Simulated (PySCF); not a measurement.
**An excited-state table with gaps**

Compound: C8H7N.
Atom-mapped SMILES: `[CH:1]#[C:2][C:3]1=[C:4]([N:5]=[CH2:6])[CH:7]=[CH:8][CH2:9]1` (hydrogens: H10 on C1; H11, H12 on C6; H13 on C7; H14 on C8; H15, H16 on C9)

Structure used (PBE0-D3(BJ)/def2-SVP), in Å, numbered top down from 1:
```xyz
16
C8H7N angstrom
C     -1.7990    2.4247    1.0356
C     -0.9611    1.6103    0.6948
C      0.0423    0.7014    0.2976
C     -0.0303   -0.6726    0.2559
N     -1.0820   -1.4868    0.6231
C     -2.2604   -1.2467    0.2225
C      1.2697   -1.2091   -0.1414
C      2.1245   -0.1896   -0.3612
C      1.4371    1.1076   -0.0897
H     -2.5457    3.1354    1.3364
H     -3.0886   -1.8695    0.5877
H     -2.5033   -0.4390   -0.4908
H      1.4705   -2.2765   -0.2367
H      3.1644   -0.2724   -0.6785
H      1.9360    1.6777    0.7153
H      1.4312    1.7730   -0.9722
```

Theory: TDDFT B3LYP/def2-SVPD, vertical, gas phase, core orbitals frozen in the response in PySCF.

Orbital energies (eV): HOMO-3 -8.38, HOMO-2 -7.83, HOMO-1 -7.32, HOMO -5.83, LUMO -1.82, LUMO+1 -0.69, LUMO+2 0.54.

Lowest singlets, with some entries withheld (?).

```csv
state,ν̃ (cm⁻¹),f,"main configurations (H = HOMO, L = LUMO)"
S1,28220,?,H→L (88%)
S2,35430,?,"H→L+1 (58%), H-1→L (40%)"
S3,36150,?,"H-1→L (52%), H→L+1 (31%), H→L (9%)"
S4,39890,?,H-2→L (83%)
S5,42420,?,"H→L+3 (62%), H→L+2 (32%)"
S6,44930,?,"H→L+2 (63%), H→L+3 (33%)"
```

Task: Fill in the withheld entries.

Result: 
- S1: f = 0.090
- S2: f = 0.026
- S3: f = 0.098
- S4: f = 0.016
- S5: f = 0.0014
- S6: f = 0.010

Task: Which level carries the most intensity, and what share of the listed sum of f?

Result: S3, with f = 0.098 of 0.241, 41%.

Task: What is the mean static polarisability from the same response equations?

Result: 106.7 au (15.81 Å³), with principal values 63.4, 117.6 and 139.0 au.

Task: How far apart are S4 and S5, in eV and cm⁻¹?

Result: 5.259 − 4.945 = 0.314 eV, or about 2530 cm⁻¹.

One conformer stands for the species.
